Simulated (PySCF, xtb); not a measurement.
F₂HInSe, SMILES [F][In]([F])[SeH].

GFN2-xTB in xtb at its own geometry gives an orbital gap of 1.92 eV and a dipole moment of 4.42 D.

Geometry: B3LYP-D3(BJ)/def2-SVP. The structure was generated by enumeration; whether it is a known compound was not checked. The def2 effective core potentials stand for the cores of In; spin–orbit coupling is left out. Other conformers were not sampled.

Task: What does HF/def2-TZVP in PySCF give? (An estimate is asked for; the answer gives what the named calculation found.)

Result: gap 11.10 eV (levels -10.68 and 0.42 eV), dipole 3.09 D.
